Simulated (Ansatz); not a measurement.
Two structures of SiHBrCl2, closed shell, reached by relaxing down either side of one saddle point (PBE0-D4/def2-TZVP). Energies are electronic, without zero-point energy. Ansatz 0.2.0; basis: def2-TZVPP and def2-QZVPP; cores frozen in the correlated methods. Filled d shells of the heavier atoms are correlated. The def2 sets are not built for correlating such inner shells, so the correlated values are less sure here. Extrapolation: Hartree–Fock as exp(−7.88 √X), correlation as X^−2.97. First:

Si1  (0.451, 0.713, -1.113)
Br2  (0.144, -1.554, -1.250)
H3  (0.312, -0.863, 1.527)
Cl4  (0.617, 0.341, 1.856)
Cl5  (-1.524, 1.362, -1.019)
(Å)

Second:

```csv
atom,x (Å),y (Å),z (Å)
Si1,0.5251,1.2268,-0.5876
Br2,0.3620,-1.9057,-0.7301
H3,0.0082,-1.8331,0.6469
Cl4,0.6427,1.0745,1.5061
Cl5,-1.5380,1.4373,-0.8352
```

Question: Which bonds change from the first to the second?

Answer: SiBrCl + HCl → SiCl₂ + HBr; bonds formed: Si1–Cl4, Br2–H3; bonds broken: Si1–Br2, H3–Cl4.

Question: Give the saddle point's structure and its height above each. (Judge from chemistry; the value comes from the calculation.)

Answer: By the calculation: 46.0 kJ/mol above the first and 47.2 kJ/mol above the second (CCSD(T) at an estimated basis limit (MP2 extrapolated from triple and quadruple zeta, plus CCSD(T) − MP2 in triple zeta)).
| atom | x (Å) | y (Å) | z (Å) |
| --- | --- | --- | --- |
| Si1 | 0.5054 | 0.8467 | -0.7260 |
| Br2 | 0.1762 | -1.7172 | -0.7120 |
| H3 | 0.3046 | -0.9298 | 0.7476 |
| Cl4 | 0.5068 | 0.4066 | 1.5865 |
| Cl5 | -1.4930 | 1.3936 | -0.8960 |

The search had been set up for a 1,1-elimination (forming Br2–H3, breaking Si1–Br2, Si1–H3); from that guess it ended on this step instead.

T1 diagnostic: at most 0.011.

For scale, one of the runs: CCSD(T)/def2-TZVPP, 188 basis functions (an equivalent command: `ansatz run in.yaml --threads 4`). Time: 56 s of wall clock on 4 CPU threads; the host was shared. Peak host memory: 1.8 GiB.
